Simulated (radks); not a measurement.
Coulomb parameter of the 4f shell of the holmium ion Ho3+ in the model configuration [Xe] 4f9 6s1, as a second difference U = [E(n + 0.5) + E(n - 0.5) - 2 E(n)] / (0.5)^2 with all orbitals relaxed. "Bare": the charge of the atom changes with n. "Screened": the 6s shell takes up the change at fixed total charge, which measures U(4f,4f) + U(6s,6s) - 2 U(4f,6s). All-electron calculation, Dirac Kohn-Sham, PBE, spin-unpolarised, spherical densities, point nucleus; open shells are shared between the two j in proportion to 2j + 1. Program: a radial shooting solver on a logarithmic mesh with Libxc functionals.

| case | configuration | E - E(n) (eV) |
|---|---|---|
| start | [Xe] 4f9 6s1 | 0.000 |
| bare +0.5 | [Xe] 4f9.5 6s1 | -20.272 |
| bare -0.5 | [Xe] 4f8.5 6s1 | 25.461 |
| screened +0.5 | [Xe] 4f9.5 6s0.5 | -8.818 |
| screened -0.5 | [Xe] 4f8.5 6s1.5 | 11.040 |

U(bare) = 20.756 eV, U(screened by 6s) = 8.885 eV.
